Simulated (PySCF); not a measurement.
Species: C₈H₁₁N.
SMILES with atom numbers: `[CH3:1][CH:2]([CH3:3])[c:4]1[cH:5][cH:6][n:7][cH:8][cH:9]1` (hydrogens: H10, H11, H12 on C1; H13 on C2; H14, H15, H16 on C3; H17 on C5; H18 on C6; H19 on C8; H20 on C9)

A linear-response calculation (PySCF, def2-SVPD basis, gas phase, vertical, core orbitals frozen in the response) gave these numbers; the functional is withheld.

Orbital energies (eV): HOMO-3 -10.89, HOMO-2 -9.19, HOMO-1 -8.78, HOMO -8.74, LUMO 0.40, LUMO+1 0.66, LUMO+2 1.20.

```csv
state,E (eV),f,"main configurations (H = HOMO, L = LUMO)"
S1,5.14,0.0050,H→L (97%)
S2,5.39,0.0001,H→L+1 (99%)
S3,5.60,0.025,"H-1→L (66%), H-2→L+1 (29%)"
S4,6.33,0.0003,"H-1→L+1 (51%), H-2→L (43%)"
S5,7.17,0.435,"H-2→L+1 (38%), H-2→L (20%), H-1→L+1 (20%)"
S6,7.24,0.674,"H-2→L (30%), H-2→L+1 (29%), H-1→L+1 (22%)"
```

Triplets (Tamm–Dancoff): T1 4.24 eV, H-1→L+1 (58%), H-2→L (31%); T2 4.44 eV, H→L (92%); T3 4.75 eV, H-1→L (91%); T4 4.94 eV, H-2→L (62%), H-1→L+1 (35%).

Vertical ionisation energy by ΔSCF with the same functional: 9.36 eV. Mean static polarisability: 98.7 au.

Problem. Name the functional.
A. HF
B. PBE
C. B3LYP
D. CAM-B3LYP

Solution. D. CAM-B3LYP is range-separated, 19% exact exchange at short range and 65% at long range (ω = 0.33 bohr⁻¹). In this run −ε(HOMO) = 8.74 eV differs from the ΔSCF value by -0.62 eV, and S1 differs from the orbital gap of 9.14 eV by -4.00 eV. The ratio −ε(HOMO)/IP is 0.93. Small neutral molecules mostly give 0.85 to 0.93 with CAM-B3LYP, 0.5 to 0.7 with PBE, 0.67 to 0.83 with B3LYP; with Hartree–Fock the ratio is 1 or more (Koopmans' value less the relaxation energy is the ΔSCF value).

Theory: TDDFT CAM-B3LYP/def2-SVPD, vertical, gas phase, core orbitals frozen in the response in PySCF. One conformer (not necessarily the lowest) at the PBE0-D3(BJ)/def2-SVP geometry, without solvent, vibrations or thermal averaging.

Conformer computed: `[CH3:1][CH:2]([CH3:3])[c:4]1[cH:5][cH:6][n:7][cH:8][cH:9]1`: C1–C2–C4–C5 -62°.
